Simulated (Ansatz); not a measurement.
C2H7NSSi, SMILES `C=CS[SiH2]N` at its PBE0-D4/def2-TZVP geometry, where that method's forces vanish. Total charge 0; spin multiplicity 1.

```json
{"atom": "C1", "x (Å)": "-0.821", "y (Å)": "2.251", "z (Å)": "0.988"}
{"atom": "C2", "x (Å)": "-0.476", "y (Å)": "0.970", "z (Å)": "1.001"}
{"atom": "S3", "x (Å)": "1.182", "y (Å)": "0.410", "z (Å)": "0.833"}
{"atom": "Si4", "x (Å)": "0.821", "y (Å)": "-1.455", "z (Å)": "-0.166"}
{"atom": "N5", "x (Å)": "0.310", "y (Å)": "-1.419", "z (Å)": "-1.798"}
{"atom": "H6", "x (Å)": "-1.850", "y (Å)": "2.542", "z (Å)": "1.162"}
{"atom": "H7", "x (Å)": "-0.096", "y (Å)": "3.039", "z (Å)": "0.819"}
{"atom": "H8", "x (Å)": "-1.221", "y (Å)": "0.199", "z (Å)": "1.177"}
{"atom": "H9", "x (Å)": "-0.251", "y (Å)": "-2.151", "z (Å)": "0.588"}
{"atom": "H10", "x (Å)": "2.136", "y (Å)": "-2.133", "z (Å)": "-0.086"}
{"atom": "H11", "x (Å)": "-0.653", "y (Å)": "-1.210", "z (Å)": "-2.010"}
{"atom": "H12", "x (Å)": "0.919", "y (Å)": "-1.044", "z (Å)": "-2.508"}
```

(1) For each bond, give half the difference of the two atoms' forces along it (eV/Å; positive pushes the atoms apart) under PBE-D4, r2SCAN-D4, B3LYP-D4, ωB97M-V in def2-TZVPP. (Estimate.)

Results:

(1) The calculation gave: 
```tsv
bond	length (Å)	PBE-D4	r2SCAN-D4	B3LYP-D4	ωB97M-V
C1–C2	1.327	0.41	0.20	0.06	-0.09
C1–H6	1.084	0.00	-0.07	-0.09	-0.05
C1–H7	1.084	0.00	-0.08	-0.06	-0.02
C2–S3	1.759	0.00	0.06	0.21	0.26
C2–H8	1.087	0.03	-0.08	-0.13	-0.11
S3–Si4	2.146	0.08	0.05	0.13	0.02
Si4–N5	1.710	0.09	0.01	0.10	0.10
Si4–H9	1.484	0.05	-0.03	-0.12	-0.14
Si4–H10	1.481	0.05	-0.04	-0.13	-0.15
N5–H11	1.008	0.20	0.02	-0.02	-0.02
N5–H12	1.008	0.20	0.02	-0.01	-0.03
```

B3LYP here is the variant with VWN-RPA as its local correlation; programs differ in this.

Program: Ansatz 0.2.0.
